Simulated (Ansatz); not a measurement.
An input meant for Ca7Se6⁺ (charge 1, doublet; atoms displaced at random, 0.08 Å in each coordinate).

```yaml
crystal:
  periodic: [false, false, false]
  atoms:
    - {symbol: Ca, position_ang: [3.617805, 2.176929, 0.049405]}
    - {symbol: Ca, position_ang: [-1.554944, -2.958397, 1.048794]}
    - {symbol: Ca, position_ang: [-1.699157, 2.160393, 1.081469]}
    - {symbol: Ca, position_ang: [0.801858, 4.541459, -0.347043]}
    - {symbol: Ca, position_ang: [0.932621, -0.303122, -0.273367]}
    - {symbol: Ca, position_ang: [3.540536, -2.342796, -0.392255]}
    - {symbol: Ca, position_ang: [-4.074915, -1.780020, -1.104651]}
    - {symbol: Se, position_ang: [-2.094702, -0.333757, -0.110498]}
    - {symbol: Se, position_ang: [3.351736, -0.190744, -1.538578]}
    - {symbol: Se, position_ang: [-3.469533, -4.293107, -0.176295]}
    - {symbol: Se, position_ang: [1.096633, 2.247152, 1.145869]}
    - {symbol: Se, position_ang: [-1.879340, 4.447526, -0.160551]}
    - {symbol: Se, position_ang: [1.296852, -2.868848, 0.900062]}
basis:
  gaussian: {orbitals: def2-SVPD, fitting: {mean_field: def2-universal-jkfit}}
total_charge: 1
magnetization: {spin_polarized: true, initial_magnetization: 2}
hamiltonian: {xc: {name: B3LYP}, dispersion: d3bj}
output: {forces: true}
```

```sh
$ ansatz run in.yaml --threads 2 --pin off --events-out ev --progress --plain --max-ram 32768MiB --backend cuda --devices 0, --max-vram 18GiB
```

(1) Predict how Ansatz answers.

Answers

(1) The program refused the input. The number of unpaired electrons doesn't fit the electron count.
```
Error: a molecule whose nuclei and cores have a total charge of 344 cannot have a net charge of 1 together with 2 unpaired electrons
```
